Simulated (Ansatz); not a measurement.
The cluster Ni2O2⁻, relaxed as a quartet with UKS PBE0-D4/def2-SVPD in Ansatz, starting from the PBE0-D4/def2-SVPD geometry of the charge -1 doublet. Force threshold 0.02 eV/Å.

The charge -1 quartet is spin-contaminated (final ⟨S²⟩ up to 4.05, 3.75 for a pure state). The relaxation made no stability test and no search for a lower SCF solution. At PBE0-D4/def2-SVPD a doublet of charge -1 lies 0.19 eV below the quartet, each at its own geometry. That doublet is doubtful there (⟨S²⟩ 1.96, where a pure state has 0.75). Another isomer (doublet) lies 0.04 eV lower at PBE0-D4/def2-TZVPD.

Start:

```xyz
4

Ni    0.4986   -0.2393    0.9262
Ni   -0.5494    0.2636   -1.0205
O    -1.1535    0.3531    0.7762
O     1.2043   -0.3774   -0.6819
```

(1) Estimate the energy that the relaxation releases and the steps that it takes.

(2) Does the start keep its bonding and symmetry?

(3) Predict the relaxed structure.

Results:

(1) 0.7 kJ/mol, in 5 steps; 18 s on 4 threads of Arm Neoverse V2 on a shared host. The force fell under the threshold at step 4, but the optimiser went on. No frequencies were taken in this run, so the end may be a saddle point.

(2) By distances, no bond broke or formed. The bond that changes most is Ni2–O3, from 1.90 to 1.92 Å (atoms count from 1). Point group C2v at the start, C2v at the end, both within 0.05 Å.

(3) 
Cartesian coordinates in Å:
```
Ni 0.498 -0.239 0.925
Ni -0.552 0.265 -1.026
O -1.165 0.357 0.787
O 1.219 -0.382 -0.687
```
Bond lengths (bridged metal pairs left out): 4 × Ni–O 1.77 to 1.92 Å.
